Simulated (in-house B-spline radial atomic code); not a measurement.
# Ionising the vanadium ion V⁴⁺ with different functionals

Computed with an all-electron radial atomic-structure program (B-spline basis): non-relativistic Hamiltonian, point nucleus, spin-polarised at highest spin, spherical fractional occupations for the functionals, and exact exchange of hybrids averaged over the configuration. The ionisation energy is the difference of two self-consistent energies, [Ar] 3d1 → [Ne] 3s2 3p6, without Breit or QED terms; ε is the level of the shell that loses the electron (its least bound occupied spin orbital).

```tsv
method	rung	ΔSCF (eV)	-ε(3d) (eV)
PBE0	global hybrid	65.79	58.69
B3LYP	global hybrid	65.95	58.29
TPSSh	global hybrid	65.58	56.90
M06-2X	global hybrid	65.78	61.74
BHandHLYP	global hybrid	65.72	61.31
r2SCAN0	global hybrid	65.37	58.43
B97-1	global hybrid	65.73	58.17
HSE06	range-separated hybrid	65.77	58.25
wB97X	range-separated hybrid	65.53	61.00
CAM-B3LYP	range-separated hybrid	65.93	60.29
LC-wPBE	range-separated hybrid	65.93	61.49
```

Q: Among the functionals, which spreads more, the ΔSCF values or the orbital energies?

A: The orbital energies: ΔSCF values span about 0.58 eV and the orbital energies 4.84 eV; here energy differences depend much less on the functional than eigenvalues do.

Q: How do they compare with the NIST value?

A: NIST lists 65.282 eV (measured, ground level to ground level). Errors run from +0.09 to +0.66 eV; r2SCAN0 is closest (+0.09 eV), but part of that can be cancellation, since the calculations leave out relativity, Breit-QED terms, multiplet and fine-structure energies.
